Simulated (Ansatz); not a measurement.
ClH7N2OSi2 (`N[Si@H](Cl)[Si@@H](N)O`). Total charge 0; spin multiplicity 1. All single points use the PBE0-D4/def2-TZVP geometry. It is one conformer, not always the lowest.

```xyz
13

N    -0.292    0.854    1.640
Si   -0.562    1.101   -0.038
O     0.159    2.401   -0.756
Si    0.284   -0.857   -0.991
N    -0.340   -2.214   -0.177
Cl    2.361   -0.571   -0.742
H     0.624    0.590    1.968
H    -0.769    1.421    2.324
H    -2.014    1.340   -0.204
H     1.104    2.332   -0.910
H     0.137   -1.084   -2.448
H    -0.531   -2.158    0.811
H    -0.161   -3.157   -0.478
```

**Question.** What is the dipole moment at B3LYP/def2-TZVPP? (Best estimate.)

**Answer.** Computed: 2.24 D, with components (-0.27, -1.19, 1.88) D in this frame, pointing from negative to positive charge.

**Question.** And with PBE, r2SCAN, ωB97M-V? (Estimate.)

**Answer.** Computed: PBE 2.28 D, r2SCAN 2.28 D, ωB97M-V 2.24 D.

**Question.** Give the Mulliken charges with B3LYP, ωB97M-V, r2SCAN in def2-TZVPP. (An estimate is asked.)

**Answer.** The calculation gave: 
```json
{"atom": "N1", "B3LYP": "-0.40", "ωB97M-V": "-0.36", "r2SCAN": "-0.45"}
{"atom": "Si2", "B3LYP": "0.48", "ωB97M-V": "0.42", "r2SCAN": "0.50"}
{"atom": "O3", "B3LYP": "-0.38", "ωB97M-V": "-0.37", "r2SCAN": "-0.40"}
{"atom": "Si4", "B3LYP": "0.40", "ωB97M-V": "0.32", "r2SCAN": "0.43"}
{"atom": "N5", "B3LYP": "-0.38", "ωB97M-V": "-0.35", "r2SCAN": "-0.43"}
{"atom": "Cl6", "B3LYP": "-0.31", "ωB97M-V": "-0.27", "r2SCAN": "-0.31"}
{"atom": "H7", "B3LYP": "0.14", "ωB97M-V": "0.12", "r2SCAN": "0.16"}
{"atom": "H8", "B3LYP": "0.14", "ωB97M-V": "0.12", "r2SCAN": "0.16"}
{"atom": "H9", "B3LYP": "-0.09", "ωB97M-V": "-0.04", "r2SCAN": "-0.09"}
{"atom": "H10", "B3LYP": "0.18", "ωB97M-V": "0.18", "r2SCAN": "0.20"}
{"atom": "H11", "B3LYP": "-0.07", "ωB97M-V": "-0.03", "r2SCAN": "-0.08"}
{"atom": "H12", "B3LYP": "0.14", "ωB97M-V": "0.13", "r2SCAN": "0.16"}
{"atom": "H13", "B3LYP": "0.14", "ωB97M-V": "0.12", "r2SCAN": "0.16"}
```

B3LYP here is the variant with VWN-RPA as its local correlation; programs differ in this.
